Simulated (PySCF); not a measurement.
**WOCl₄: fields on a plane**

Computed with PySCF, PBE0, basis W def2-SVP with ECP60, O def2-SVP, Cl def2-SVP (scalar-relativistic core potentials, no spin–orbit coupling, density fitting).

The singlet minimum has W–Cl 2.300 Å (×4), W–O 1.668 Å; Cl–W–Cl 86.7° (×4), Cl–W–Cl 152.3° (×2), Cl–W–O 103.9° (×4).

The plane holds W1 at (0.00, 0.00), O2 at (1.67, 0.00), Cl3 at (-0.55, 2.23), Cl5 at (-0.55, -2.23) Å. Columns run from x = -2.55 to 4.05 Å, rows from y = 4.65 (top) to -4.35 Å, in steps of 0.3 Å. Other isomers or separated fragments may lie lower. Core electrons replaced by a potential are absent, the electrostatic potential uses the reduced nuclear charge, and values within about 0.7 Å of such atoms have no physical meaning.

Task: Give the electrostatic potential (V) (cut at 20 V). Every second row and column.

Result: 
```
 0.0  0.0  0.1  0.1  0.0  0.0  0.0  0.0  0.0  0.0  0.0  0.0
 0.0  0.1  0.2  0.3  0.2  0.0  0.0  0.0  0.0  0.0  0.0  0.0
 0.0  0.2  1.2  3.2  2.4  0.5  0.0  0.0  0.0  0.0  0.0  0.0
 0.0  0.6  7.7 20.0 20.0  3.3  0.1  0.0  0.0  0.0  0.0  0.0
 0.1  1.1 19.2 20.0 20.0  7.7  0.6  0.2  0.0  0.0 -0.1 -0.1
 0.3  1.0  8.8 20.0 20.0  6.3  1.9  0.6  0.0 -0.1 -0.1 -0.1
 0.8  1.7  4.8 12.3 20.0 15.3  5.8  2.2  0.4 -0.3 -0.2 -0.2
 1.3  3.1  8.8 20.0 20.0 20.0 18.3 20.0  7.5 -0.2 -0.3 -0.2
 1.4  3.5 10.3 20.0 20.0 20.0 20.0 20.0 17.2  0.0 -0.4 -0.2
 1.1  2.4  6.5 19.6 20.0 20.0 10.2  8.5  2.0 -0.3 -0.3 -0.2
 0.5  1.2  5.0 15.9 15.6  8.2  3.3  0.9  0.0 -0.2 -0.2 -0.1
 0.2  1.1 15.5 20.0 20.0  7.2  1.1  0.3  0.0 -0.1 -0.1 -0.1
 0.0  0.9 14.7 20.0 20.0  6.0  0.3  0.0  0.0  0.0 -0.1 -0.1
 0.0  0.3  3.2 11.1  8.1  1.4  0.0  0.0  0.0  0.0  0.0  0.0
 0.0  0.1  0.4  0.9  0.7  0.1  0.0  0.0  0.0  0.0  0.0  0.0
 0.0  0.1  0.1  0.1  0.1  0.0  0.0  0.0  0.0  0.0  0.0  0.0
```

Task: Give the electron localisation function (set to 0 where the density is under 0.005 e/Å³). Lower edges of the bins: '0' 0.000, '1' 0.091, '2' 0.181, '3' 0.272, '4' 0.363, '5' 0.454, '6' 0.544, '7' 0.635, '8' 0.726, '9' 0.816; top 0.91.

Result: 
```
00000000000000000000000
00000000000000000000000
00001222211000000000000
00123445543100000000000
00245677765410000000000
02468999987530000000000
13689977998741000000000
14799614299752000000000
25799193199751000000000
25799437198620000000000
14689965897410000000000
02568898863111222100000
00245554321124665420000
00011124674258888631000
00000158998379899841000
00000389008476459852000
00000389008476459852000
00000158998379899841000
00011124674258888631000
00245554321124665420000
02568898863111222100000
14689965897410000000000
25799437198620000000000
25799193199751000000000
14799614299752000000000
13689977998741000000000
02468999987530000000000
00245677765410000000000
00123445543100000000000
00001222211000000000000
00000000000000000000000
```

Spin–orbit coupling, left out here, can matter for elements this heavy.
